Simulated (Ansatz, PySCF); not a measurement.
This PySCF input computes a PBE0/def2-TZVPD energy:

```python
from pyscf import gto, scf, dft

mol = gto.M(
    atom='''
    Br   -0.00000000   -0.00000000   -0.03957855
    H     0.00000000    0.00000000    1.38524928
    ''',
    basis='def2-tzvpd',
    charge=0,
    spin=0,
    verbose=4,
)

mf = dft.RKS(mol, xc='pbe0').density_fit(auxbasis='def2-universal-jkfit')
mf.grids.level = 3
mf.conv_tol = 1e-9
mf.max_cycle = 100
mf.max_memory = 1500
mf.kernel()
if not mf.converged:
    mf = mf.newton()
    mf.kernel(mf.make_rdm1())
mf.analyze()
```

### Question
Write an input for the same energy in Ansatz (a quantum-chemistry and plane-wave program) and say what it gives.

### Answer

Ansatz 0.2 input:
```yaml
crystal:
  periodic: [false, false, false]
  atoms:
    - {symbol: Br, position_ang: [-0.00000000, -0.00000000, -0.03957855]}
    - {symbol: H, position_ang: [0.00000000, 0.00000000, 1.38524928]}
basis:
  gaussian:
    orbitals: def2-TZVPD
hamiltonian:
  xc: {name: PBE0}
output: {forces: true}
```
It gives -2574.45907 Eh, and PySCF -2574.45910 Eh, a difference of 0.03 mEh, from the treatment of integrals and grids.
